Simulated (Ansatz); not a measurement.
Consider the redistribution: `O[SiH2]O[SiH](O)O` + `C[O][GeH2][SH]` → `CO[SiH](O)O[SiH2]O` + `[OH][GeH2][SH]`.

Program: Ansatz. Geometries: PBE0-D4/def2-TZVP. ΔE: electronic, gas phase. CBS: MP2 limit from def2 TZ/QZ plus the TZ coupled-cluster correction, frozen cores. DFT in def2-TZVPP. For Ge outer-core shells are correlated without core-valence functions, which leaves a few kJ/mol of doubt a bond. Scalar relativity is left out up to krypton. One conformer a species, not always the lowest.

```json
{"species": "`O[SiH2]O[SiH](O)O`", "PBE energy (Eh)": "-883.27876"}
{"species": "`C[O][GeH2][SH]`", "PBE energy (Eh)": "-2591.59829"}
{"species": "`CO[SiH](O)O[SiH2]O`", "PBE energy (Eh)": "-922.52948"}
{"species": "`[OH][GeH2][SH]`", "PBE energy (Eh)": "-2552.34688"}
```

(1) Work out ΔE.

Largest T1 diagnostic among the species: 0.012.

Answers

(1) ΔE = (-922.52948) + (-2552.34688) − (-883.27876) − (-2591.59829) = 0.00069 Eh = +0.4 kcal/mol. CCSD(T)/CBS gives +0.3 kcal/mol.

In def2-TZVPP, CCSD(T) changes the Hartree–Fock value by +0.8 kcal/mol (the triples alone add +0.1 kcal/mol) and MP2 by +1.0 kcal/mol.
